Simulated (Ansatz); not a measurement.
`FC1(F)C[SiH]1[SiH3]`. Total charge 0; spin multiplicity 1. The structure was optimised at the PBE0-D4/def2-TZVP level.

```xyz
12

F    -1.219    2.446    0.687
C    -0.599    1.465   -0.003
F     0.204    2.031   -0.932
C    -1.482    0.356   -0.500
Si   -0.192   -0.199    0.771
Si    1.672   -1.362    0.020
H    -1.348    0.085   -1.543
H    -2.519    0.414   -0.186
H    -0.714   -0.418    2.140
H     1.409   -2.825    0.045
H     2.848   -1.065    0.878
H     1.940   -0.928   -1.375
```

(1) What is the dipole moment at PBE/def2-TZVPP? (Estimate.)

(2) And with r2SCAN, B3LYP, ωB97M-V? (Estimate.)

(3) Give the Mulliken charges with PBE, B3LYP, ωB97M-V in def2-TZVPP. (Best estimate.)

## Answers

(1) The calculation gave: 2.21 D, with components (-0.11, -2.21, 0.08) D in this frame, pointing from negative to positive charge.

(2) Computed: r2SCAN 2.34 D, B3LYP 2.57 D, ωB97M-V 2.62 D.

(3) The calculation gave: 
| atom | PBE | B3LYP | ωB97M-V |
| --- | --- | --- | --- |
| F1 | -0.16 | -0.20 | -0.19 |
| C2 | 0.30 | 0.36 | 0.30 |
| F3 | -0.16 | -0.21 | -0.19 |
| C4 | -0.22 | -0.28 | -0.32 |
| Si5 | 0.07 | 0.14 | 0.13 |
| Si6 | 0.11 | 0.16 | 0.05 |
| H7 | 0.10 | 0.11 | 0.12 |
| H8 | 0.10 | 0.11 | 0.12 |
| H9 | -0.04 | -0.05 | -0.01 |
| H10 | -0.03 | -0.05 | -0.01 |
| H11 | -0.03 | -0.04 | 0.00 |
| H12 | -0.02 | -0.04 | 0.00 |

B3LYP here is the variant with VWN-RPA as its local correlation; programs differ in this.
